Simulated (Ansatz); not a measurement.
The cation of `C[CH](C)[Ga]([CH3])[Cl]` at the neutral geometry.

```yaml
crystal:
  periodic: [false, false, false]
  atoms:
    - {symbol: C, position_ang: [0.346142, -0.284550, 1.665694]}
    - {symbol: C, position_ang: [0.874922, 0.193155, 0.318280]}
    - {symbol: C, position_ang: [1.926255, -0.752406, -0.252788]}
    - {symbol: Ga, position_ang: [-0.583372, 0.536142, -0.974090]}
    - {symbol: C, position_ang: [-2.531641, 0.597676, -0.788743]}
    - {symbol: Cl, position_ang: [0.112388, 0.945310, -2.995942]}
    - {symbol: H, position_ang: [-0.374630, 0.411944, 2.102537]}
    - {symbol: H, position_ang: [1.163320, -0.404383, 2.386290]}
    - {symbol: H, position_ang: [-0.149080, -1.257042, 1.582062]}
    - {symbol: H, position_ang: [1.343419, 1.177208, 0.455235]}
    - {symbol: H, position_ang: [2.313086, -0.402708, -1.212076]}
    - {symbol: H, position_ang: [1.521569, -1.757629, -0.407131]}
    - {symbol: H, position_ang: [2.772781, -0.851590, 0.436269]}
    - {symbol: H, position_ang: [-2.887479, 1.601734, -1.031519]}
    - {symbol: H, position_ang: [-2.860112, 0.338899, 0.218508]}
    - {symbol: H, position_ang: [-2.987567, -0.091750, -1.502595]}
basis:
  gaussian: {orbitals: def2-TZVPP}
total_charge: 1
magnetization: {spin_polarized: true, initial_magnetization: 1}
correlation: {method: ccsd_t}
scf: {omitted_lower_state_checks: [cluster_reference]}
```

```sh
$ ansatz run in.yaml --threads 3 --pin off --events-out ev --progress --plain --backend cuda
```

It prints (some lines left out):

```
Functional definition: HF
2074 factors; integrals over basis functions are off by at most 1.1e-3 eV
mean field evaluation 1: about -69107.1993 eV, gradient 3.3e1 eV
mean field evaluation 2: about -69107.2042 eV, gradient 3.3e1 eV
mean field evaluation 4: about -69113.0656 eV, gradient 4.2e0 eV
mean field evaluation 8: about -69113.2550 eV, gradient 3.3e-1 eV
mean field evaluation 16: about -69111.5604 eV, gradient 8.7e0 eV
mean field evaluation 32: about -69112.6972 eV, gradient 6.5e0 eV
mean field -69113.25937847 eV, -2539.8654355090 hartree, gradient 2.1e-6 eV, S^2 0.783763; 6 other end points of the search recorded, 0 dependent functions left out
18 core orbitals not correlated: weight in the atoms' cores, before any rotation towards them, 1.000 or more for the frozen orbitals, at most 0.000 for the correlated occupied ones
reference -69113.25937847 eV, -2539.8654355090 hartree; 23, 22 occupied and 313, 314 virtual orbitals, 2074 factors
second order -29.68764061 eV of doubles, -0.00000000 eV of singles
cycle   1  -30.41255730 eV  change   -7.2e-1 eV  update   1.3e-1
cycle   2  -31.23024145 eV  change   -8.2e-1 eV  update   4.0e-2
cycle   3  -31.41552878 eV  change   -1.9e-1 eV  update   3.0e-2
cycle   4  -31.41725757 eV  change   -1.7e-3 eV  update   1.3e-2
cycle   5  -31.41238021 eV  change    4.9e-3 eV  update   1.2e-2
cycle   6  -31.41620443 eV  change   -3.8e-3 eV  update   7.4e-3
cycle   7  -31.41842667 eV  change   -2.2e-3 eV  update   5.0e-3
cycle   8  -31.42071330 eV  change   -2.3e-3 eV  update   2.8e-3
cycle   9  -31.42134186 eV  change   -6.3e-4 eV  update   1.2e-3
cycle  10  -31.42087011 eV  change    4.7e-4 eV  update   4.5e-4
cycle  11  -31.42110308 eV  change   -2.3e-4 eV  update   2.9e-4
cycle  12  -31.42132749 eV  change   -2.2e-4 eV  update   1.7e-4
cycle  13  -31.42130601 eV  change    2.1e-5 eV  update   1.4e-4
cycle  14  -31.42134978 eV  change   -4.4e-5 eV  update   6.3e-5
cycle  15  -31.42129830 eV  change    5.1e-5 eV  update   4.4e-5
perturbative correction -1.34216975 eV, -0.0493238285 hartree
Total energy: -69146.02284651 eV, -2541.0694707517 hartree
Checks for a lower state left out: cluster_reference
```

Run time 100 s (3 threads of an AMD EPYC 7R13 on a shared host and a share of an NVIDIA H100 80 GB); peak host memory 1.6 GiB.
